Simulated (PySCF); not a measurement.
Two-photon absorption: SMILES CN(C)C(=C=CC#N)C#N, C₇H₇N₃

Cartesian coordinates in Å; atom numbers follow the order of the lines, from 1:
```xyz
17

C    -2.4522    0.0839   -0.6007
N    -1.2793    0.0827    0.2431
C    -0.9531   -1.1586    0.8944
C    -0.2116    0.8952   -0.0848
C     1.0672    0.6440    0.1835
C     2.3323    0.4628    0.4923
C     3.2698   -0.1423   -0.4064
N     4.0451   -0.6363   -1.1127
C    -0.4946    2.1526   -0.7300
N    -0.7174    3.1622   -1.2529
H    -2.3376   -0.5652   -1.4903
H    -2.6729    1.1035   -0.9443
H    -3.3151   -0.2723   -0.0196
H    -0.2697   -0.9709    1.7359
H    -1.8721   -1.6144    1.2878
H    -0.4637   -1.8834    0.2135
H     2.7330    0.7673    1.4710
```

Method used: PySCF, TDDFT CAM-B3LYP/aug-cc-pVDZ excited states, vertical, gas phase. Geometry: PBE0-D3(BJ)/def2-SVP.

(1) Give the one- and two-photon strengths of the lowest singlets.

Results:

(1) δ for parallel linear polarisation; σ at the peak of a Lorentzian of half width 0.1 eV, single beam; Ω is circular over linear.
```tsv
state	E (eV)	f	photon λ (nm)	δ (au)	σ (GM)	Ω	main
S1	3.64	0.002	682	11.3	0.06	0.72	HOMO→LUMO 0.94
S2	5.08	0.337	488	165	1.56	1.22	HOMO→LUMO+1 0.94
S3	5.63	0.011	441	100	1.16	0.52	HOMO→LUMO+2 0.84
S4	5.83	0.000	425	3.22	0.04	0.71	HOMO−1→LUMO+1 0.89
S5	6.15	0.414	403	16.4	0.23	0.62	HOMO−1→LUMO 0.80
S6	6.35	0.009	390	103	1.52	1.50	HOMO→LUMO+3 0.85
```
